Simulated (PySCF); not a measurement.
Isomers of C10H13N. Level of theory: PySCF, PBE0-D3(BJ)/def2-SVP geometry optimisation, gas phase. One conformer each; no zero-point energy, no entropy. No frequencies were run at this level. Point groups hold within 0.08 Å.

**Question.** Rank from lowest to highest electronic energy at this level (kcal/mol).
A. `[CH3:1][N:2]([CH3:3])[C:4]1=[CH:5]/[CH:6]=[CH:7]\[CH:8]=[CH:9]/[CH:10]=[CH:11]\1` with C4–C5–C6–C7 -55°, C6–C7–C8–C9 53°, C8–C9–C10–C11 -59°, N2–C4–C11–C10 -129°
B. `[CH2:1]=[C:2]1[CH:3]=[C:4]([N:5]2[CH2:6][CH2:7][CH2:8][CH2:9]2)[C:10]1=[CH2:11]` with C3–C4–N5–C6 178°, C1–C2–C3–C4 180°, C4–N5–C6–C7 -168°, N5–C6–C7–C8 -31°, C6–C7–C8–C9 38°
C. `[N:1]#[C:2][CH2:3][C@@H:4]1[CH2:5][C@H:6]2[CH:7]=[CH:8][C@@H:9]1[CH2:10][CH2:11]2` with C2–C3–C4–C5 48°
D. `[cH:1]1[cH:2][cH:3][c:4]([N:5]2[CH2:6][CH2:7][CH2:8][CH2:9]2)[cH:10][cH:11]1` with C3–C4–N5–C6 -175°, C4–N5–C6–C7 168°, N5–C6–C7–C8 31°, C6–C7–C8–C9 -38°, C7–C8–C9–N5 30°
E. `[CH2:1]=[CH:2][c:3]1[cH:4][cH:5][c:6]([N:7]([CH3:8])[CH3:9])[cH:10][cH:11]1` with C1–C2–C3–C4 -179° (4-dimethylaminostyrene)

**Answer.** D (0.0), C (22.1), E (22.7), B (59.5), A (61.5).

As drawn, the lowest has an aromatic ring, which the highest lacks; the highest has a C=C bond outside aromatic rings, which the lowest lacks. Neighbours under 2.5 kcal/mol apart (N#CC[C@@H]1C[C@H]2C=C[C@@H]1CC2 and C=Cc1ccc(N(C)C)cc1; C=C1C=C(N2CCCC2)C1=C and CN(C)C1=C/C=C\C=C/C=C\1) can change places with a better method, another conformer or zero-point energy.

| SMILES | E (Eh) | E rel (kcal/mol) | dipole (D) | point group | A, B, C (MHz) |
| --- | --- | --- | --- | --- | --- |
| c1ccc(N2CCCC2)cc1 | -442.82763 | 0.0 | 2.41 | C2 | 3117, 671.4, 564.8 |
| N#CC[C@@H]1C[C@H]2C=C[C@@H]1CC2 | -442.79242 | 22.1 | 3.47 | C1 | 2059, 960.0, 898.3 |
| C=Cc1ccc(N(C)C)cc1 | -442.79150 | 22.7 | 3.00 | near Cs | 3229, 577.5, 493.0 |
| C=C1C=C(N2CCCC2)C1=C | -442.73279 | 59.5 | 4.15 | C1 | 2787, 660.9, 545.2 |
| CN(C)C1=C/C=C\C=C/C=C\1 | -442.72969 | 61.5 | 1.63 | C1 | 1947, 844.1, 662.6 |
